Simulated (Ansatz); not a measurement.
Cost and result for the atomization energy of `ClC[SiH]1CC1` (12 atoms, 12 bonds).

Z-matrix (Å, degrees):
```
C
Si 1 1.873
Cl 1 1.789 2 110.4
H 1 1.090 2 112.4 3 119.6
H 1 1.090 2 110.6 3 -119.1
C 2 1.838 1 119.0 3 91.6
C 2 1.845 1 118.4 3 149.0
H 2 1.477 1 114.0 3 -60.4
H 6 1.085 2 119.7 1 -148.7
H 6 1.086 2 119.3 1 -3.3
H 7 1.086 2 119.9 1 1.5
H 7 1.085 2 119.5 1 147.5
```

Total charge 0; spin multiplicity 1. The geometry is a stationary point of PBE0-D4/def2-TZVP. It is one conformer, not always the lowest. Program: Ansatz. All runs use 4 threads of an AMD EPYC 9R45 on a shared host. Times are those of one run each, without the atoms' runs, and a repeat can differ threefold. Electronic energies, without spin–orbit coupling; frozen cores. CCSD(T)/CBS adds CCSD(T) − MP2 in def2-TZVPP to the MP2 limit, and its time is that of the two runs behind it. T1 = 0.010. HSE06 is the plane-wave form, built on full-range PBE exchange.

CCSD(T)/CBS is a level of theory with its own doubt, some kJ/mol a heavy atom from the limit and from the frozen cores, so smaller differences don't rank the functionals.

```
                           level  functions  wall time
          LDA (SPW92)/def2-TZVPP        275      0.6 s
            revPBE-D4/def2-TZVPP        275     0.85 s
 PBE-D4/def2-TZVPP (with forces)        275      1.1 s
             HSE06-D4/def2-TZVPP        275      1.4 s
                CCSD(T)/def2-SVP        113      1.8 s
           r2SCANh-D4/def2-TZVPP        275      1.9 s
               B2PLYP/def2-TZVPP        275      2.2 s
             PBE-QIDH/def2-TZVPP        275      2.2 s
              ωB97X-V/def2-TZVPP        275        3 s
ωB97M-V/def2-TZVPP (with forces)        275      4.2 s
                  MP2/def2-QZVPP        521        9 s
              CCSD(T)/def2-TZVPP        275       49 s
               CCSD(T)/CBS(def2)          –       58 s
```

(1) What atomization energy does each give, and how far from CCSD(T)/CBS? (Best estimate.)

Answers

(1) Computed: 
```
                           level  atomization (kcal/mol)  difference from CCSD(T)/CBS  per bond
          LDA (SPW92)/def2-TZVPP                  1190.8                        146.6      12.2
            revPBE-D4/def2-TZVPP                  1042.1                         -2.1      -0.2
 PBE-D4/def2-TZVPP (with forces)                  1065.1                         20.9       1.7
             HSE06-D4/def2-TZVPP                  1053.4                          9.2       0.8
                CCSD(T)/def2-SVP                   987.6                        -56.6      -4.7
           r2SCANh-D4/def2-TZVPP                  1045.5                          1.3       0.1
               B2PLYP/def2-TZVPP                  1031.6                        -12.6      -1.0
             PBE-QIDH/def2-TZVPP                  1044.7                          0.5       0.0
              ωB97X-V/def2-TZVPP                  1049.2                          5.0       0.4
ωB97M-V/def2-TZVPP (with forces)                  1049.4                          5.2       0.4
                  MP2/def2-QZVPP                  1047.5                          3.3       0.3
              CCSD(T)/def2-TZVPP                  1018.3                        -25.9      -2.2
               CCSD(T)/CBS(def2)                  1044.2                          0.0       0.0
```

From r2SCAN to r2SCAN0 (25 % exact exchange), in def2-TZVPP and without D4, the atomization energy moves by −11.1 kcal/mol: exact exchange takes away binding that semilocal exchange gives to molecules. At CCSD(T), def2-SVP lies −56.6 kcal/mol from the extrapolated value and def2-TZVPP −25.9 kcal/mol: correlation converges slowly with the basis, and small sets miss more of it in the bonded molecule than in its fragments. In def2-TZVPP, CCSD(T) changes the Hartree–Fock value by +244.6 kcal/mol (the triples alone add +15.1 kcal/mol) and MP2 by +258.6 kcal/mol; breaking electron pairs costs correlation energy, which Hartree–Fock lacks.
